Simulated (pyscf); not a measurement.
## F–Ta(F)(F)(F)–Cl, singlet

Gas-phase minimum from PySCF at ωB97X-D3(BJ)/def2-SVP, one conformer. 

```
Ta
F 1 1.8578
F 1 1.8578 2 127.33
F 1 1.8800 2 87.56 3 84.96
F 1 1.8802 2 87.52 4 -170.12
Cl 1 2.2704 2 116.33 5 -94.91
```

Properties at ωB97X-D3(BJ)/def2-SVP:

```
Property                                                                                                                                                                       Result
---------------------------------------------------------------------------------------------------------------------  --------------------------------------------------------------
Harmonic wavenumbers, unscaled                                                                                         57, 118, 177, 191, 205, 270, 309, 436, 675, 698, 724, 744 cm⁻¹
Zero-point energy                                                                                                                                                        6.6 kcal/mol
Rotational symmetry number                                                                                                                                                          2
Entropy of this conformer at 298 K and 1 atm, rigid rotor and harmonic oscillator, modes under 100 cm⁻¹ raised to 100                                                 369.4 J/(mol K)
Dipole moment                                                                                                                                                                  0.72 D
```

Single-point totals, which compare only within one level:

```tsv
level	total energy (hartree)
ωB97X-D3(BJ)/def2-TZVP	-917.18857
PBE/def2-TZVP	-916.61865
r²SCAN/def2-TZVP	-916.99042
B3LYP-D3(BJ)/def2-TZVP	-917.18034
PBE0-D3(BJ)/def2-TZVP	-916.59489
M06-2X/def2-TZVP	-916.86794
ωB97M-D3(BJ)/def2-TZVP	-917.20649
```

Elements past Kr carry the def2 core potentials, without spin-orbit coupling.
